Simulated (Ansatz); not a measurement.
C₂H₅ClGeSi (`Cl[SiH2]C#[C][GeH3]`). Total charge 0; spin multiplicity 1.

```json
{"atom": "Cl1", "x (Å)": "2.2238", "y (Å)": "-2.8622", "z (Å)": "-0.3255"}
{"atom": "Si2", "x (Å)": "0.7169", "y (Å)": "-2.1550", "z (Å)": "0.8724"}
{"atom": "C3", "x (Å)": "0.1531", "y (Å)": "-0.5452", "z (Å)": "0.2534"}
{"atom": "C4", "x (Å)": "-0.2281", "y (Å)": "0.5315", "z (Å)": "-0.1561"}
{"atom": "Ge5", "x (Å)": "-0.8176", "y (Å)": "2.2213", "z (Å)": "-0.8077"}
{"atom": "H6", "x (Å)": "1.2476", "y (Å)": "-2.0077", "z (Å)": "2.2445"}
{"atom": "H7", "x (Å)": "-0.3976", "y (Å)": "-3.1259", "z (Å)": "0.8348"}
{"atom": "H8", "x (Å)": "-2.1742", "y (Å)": "2.0274", "z (Å)": "-1.4928"}
{"atom": "H9", "x (Å)": "-0.9471", "y (Å)": "3.1772", "z (Å)": "0.3826"}
{"atom": "H10", "x (Å)": "0.2232", "y (Å)": "2.7387", "z (Å)": "-1.8055"}
```

Question: List the harmonic frequencies (cm⁻¹, unscaled) at PBE0-D4/def2-TZVP in Ansatz. (An estimate is asked.)

Answer: Ansatz gave: 7, 54, 98, 183, 294, 315, 385, 555, 607, 620, 622, 722, 765, 841, 872, 877, 878, 947, 2181, 2183, 2185, 2241, 2261, 2266.
